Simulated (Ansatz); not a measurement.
```xyz
7

F    -0.0999   -0.8462    1.9974
B    -0.0694    0.2098    1.2120
Si    0.0441    0.0056   -0.8082
Cl    0.1086   -1.9730   -1.3744
H    -0.1119    1.2869    1.7469
H    -1.1378    0.6379   -1.4520
H     1.2663    0.6790   -1.3217
```

The species carries charge 0 and has multiplicity 1.

Question: List the ωB97M-V/def2-TZVPP orbital energies in eV (Ansatz 0.2.0). (Best estimate.)

Answer: Computed: Occupied: -2771.89, -1807.81, -678.49, -262.29, -199.76, -199.64, -199.64, -189.82, -148.84, -103.01, -102.93, -102.92, -37.30, -25.82, -19.11, -17.83, -16.49, -16.12, -14.65, -13.21, -13.17, -12.12, -11.24, -10.33. Lowest empty: 0.02, 1.45, 2.33, 2.93, 3.48, 3.85, 4.07, 5.01.
